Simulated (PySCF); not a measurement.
# Reading the logs of faulty runs: AlB2GeH6

All numbers below are calculated, not measured. They come from PySCF 2.14.0, an open-source quantum chemistry program, on an isolated molecule that a program drew, which may never have been made. The molecule is AlB2GeH6 (charge 0, doublet), drawn as the SMILES string `[BH2][AlH][B][GeH3]`.

Each row is a Hartree-Fock (HF) and frozen-core CCSD(T) single point in the cc-pV(D+d)Z basis, meant for a local HF minimum. Run 1 is clean. Each other run has one planted mistake out of seven kinds, and not every kind appears here: one electron removed, one electron added, multiplicity raised by two, geometry at a saddle point, minimal basis STO-3G, one bond length entered in bohr, all coordinates scaled. The reference is restricted for singlets and unrestricted otherwise, and also for a bond in bohr. Adding or removing an electron swaps singlet and doublet. Electrons count all cores. HOMO and LUMO are orbital energies over both spins, the gradient is its largest component, and the lowest frequency (negative if imaginary) is given only where the gradient is small. Bond lengths are over the 9 bonds as drawn. T1 is the CCSD diagnostic: over 0.02 (restricted) or 0.045 (unrestricted) a single reference is doubtful. Germanium has the cc-pVDZ-PP basis, with a core potential (ECP10MDF) in place of its 10 inner electrons, and its 3s, 3p and 3d shells are frozen in CCSD(T).

Geometry of the clean run:
```xyz
10
AlB2GeH6, angstrom
B    -2.8842   -1.7036   -0.8671
Al   -1.3895   -1.4494    0.6618
B     0.4309   -0.5102    0.2948
Ge    2.2205    0.4418   -0.1215
H    -3.7500   -0.8906   -1.0679
H    -2.9233   -2.6736   -1.5803
H    -1.6235   -1.9761    2.1437
H     3.4377   -0.4667    0.0966
H     2.1784    0.8438   -1.6041
H     2.4227    1.7115    0.7160
```

```
run  electrons  basis functions  <S^2>  HOMO (eV)  LUMO (eV)  gradient (hartree/bohr)  lowest frequency (cm^-1)  mean bond (Å)  longest bond (Å)      T1  HF (hartree)  CCSD(T) (hartree)                          mistake
  1         61              104  0.761      -8.27       0.60                  3.8e-05                        41         1.6565             2.153  0.0171    -588.03055         -588.40782                         no fault
  2         61              104  1.619      -7.80       0.12                  8.5e-03                         -         1.8137             3.005  0.0467    -587.93746         -588.30682  one bond length entered in bohr
  3         62              104  0.000      -0.96       5.31                  3.3e-02                         -         1.6565             2.153  0.0203    -588.02250         -588.44244                                ?
  4         61              104  0.760      -8.29       0.60                  6.6e-03                         -         1.6366             2.127  0.0171    -588.02942         -588.40621                                ?
```

**Which mistake was planted in run 3, and what did it cost?**

It counts 62 electrons, one more than the clean run, at the same geometry and basis. So the mistake is: one electron added. Subtracting run 1 and multiplying by 627.51 kcal/mol a hartree, the energy moved by 5.1 kcal/mol in HF and -21.7 kcal/mol in CCSD(T).

**Which mistake was planted in run 4, and what did it cost?**

The mean and the longest bond both change by the same factor, 0.988, and the gradient is no longer small. So the mistake is: all coordinates scaled. Subtracting run 1 and multiplying by 627.51 kcal/mol a hartree, the energy moved by 0.7 kcal/mol in HF and 1.0 kcal/mol in CCSD(T).

Cautions from the logs. Run 2: T1 is over the limit, so its CCSD(T) energy is less reliable; run 3: T1 is over the limit, so its CCSD(T) energy is less reliable.
